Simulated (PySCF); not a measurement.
**How the method changes the constants of NiO**

State: ³Σ⁻ (triplet), unpaired electrons π ↑↑. Set-up: basis Ni def2-TZVPPD, O def2-TZVPPD; no relativity; PySCF 2.14. De refers to Ni (3d8 4s2) + O in their high-spin ground configurations, without counterpoise correction. The functionals are run spin-unrestricted. A positive dipole means Ni(−)O(+). Levels whose curve was spin-contaminated or gave no clean fit are not listed.

```tsv
Level	Re (Å)	ωe (cm⁻¹)	De (eV)	μ (D)	CPU s a point (SCF and correlation, without the integrals)
UHF	1.667	834	n/a	-8.44	3.7
UHF-MP2	1.575	899	n/a	n/a	6.2
UHF-SCS-MP2	1.602	858	n/a	n/a	n/a
PBE	1.630	839	n/a	-3.93	3.9
TPSS	1.629	851	n/a	-4.19	7.5
r²SCAN	1.615	877	n/a	-4.34	7.4
TPSSh	1.622	869	n/a	-4.58	6.4
PBE0	1.614	887	n/a	-4.95	9.1
MN15	1.613	892	n/a	-4.63	6.9
BHandHLYP	1.617	913	n/a	-6.09	8.5
ωB97M-V	1.615	902	n/a	-5.23	15
```

The bond length runs from 1.575 Å (UHF-MP2) to 1.667 Å (UHF).

Correlated steps freeze 6 core orbitals. De is left out where the level can put another filling of the metal’s s and d shells below the measured ground configuration, by anything from nothing to about 1 eV. With d or f electrons several states lie close, and the lowest PBE0 determinant need not be the measured ground state.

The whole job (state search and all levels along the bond) took about 19 min on 2 threads of Arm Neoverse V1 (shared host), peak memory 5.1 GiB.
